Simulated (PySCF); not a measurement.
**Two-component Hartree-Fock for Ru (ruthenium, neutral)**

Start: [Kr] 4d6 5s2; 4d3/2 filled at m_j = +3/2; 4d5/2 filled at m_j = -3/2, -1/2, +1/2, +3/2, +5/2. Calculated with PySCF 2.14 in x2c-TZVPall-2c (8s9p7d1f, 77 functions): generalised Hartree-Fock with the X2C-1e Hamiltonian and a Gaussian nucleus; one run each with spin-orbit coupling (SO) switched off, then screened by Boettger's factors. This is a chosen level, not necessarily the ground level.

```
spinor shell  electrons  ε, spin-free (eV)  ε, screened SO (eV)  weight of nominal j (screened SO)  rms radius, screened SO (bohr)
       1s1/2          2           -22238.7             -22237.3                              1.000                          0.0384
       2s1/2          2            -3280.7              -3280.2                              1.000                           0.158
       2p1/2          2            -2931.8              -3022.3                              1.000                           0.137
       3s1/2          2            -615.30              -615.14                              1.000                           0.428
       3p1/2          2            -497.60              -513.53                              1.000                           0.425
       3p3/2          4            -497.60              -490.06                              1.000                           0.436
       3d3/2          4            -308.47              -311.31                              0.979                           0.417
       3d5/2          6            -308.47              -306.40                              0.986                           0.420
       4s1/2          2            -97.556              -97.495                              1.000                            1.09
       4p1/2          2            -61.846              -67.280                              0.720                            1.20
       4p3/2          4            -61.846              -59.146                              0.860                            1.21
       4d5/2          5            -14.770              -15.412                              0.562                            1.69
       4d3/2          1            -14.770              -11.485                              0.767                            1.79
       5s1/2          2             -6.889               -6.886                              0.997                            3.70
```

Task: Where does 2p3/2 lie, and what is the 2p spin-orbit splitting (screened SO)?

Result: At -2889.6 eV, 132.74 eV above 2p1/2.

```tsv
quantity	spin-free	screened SO
E (hartree)	-4527.64242	-4528.28993
M_J	4	4
⟨J²⟩	20.034	20.053
⟨L²⟩	6.009	6.104
⟨S²⟩	6.025	5.985
```

Each row is a mean over spinors that exchange with the open shell spreads, by up to 8.962 eV (4p3/2).

Rows whose weight is well below 1 are mixtures of j = l ± 1/2: exchange outweighs spin-orbit coupling there, and the label is only the starting occupation.

⟨J²⟩ departs a little from M_J(M_J + 1) because the unrestricted spinors polarise the closed shells.

Breit and QED terms are absent; they matter most for the inner s and p1/2 levels.

Densities and radii are taken from the X2C orbitals without a picture-change correction, which distorts them close to the nucleus.

Without spin-orbit coupling the j labels of p, d and f shells carry no meaning; the spin-free column gives the mean over the occupied spinors of each nl shell.
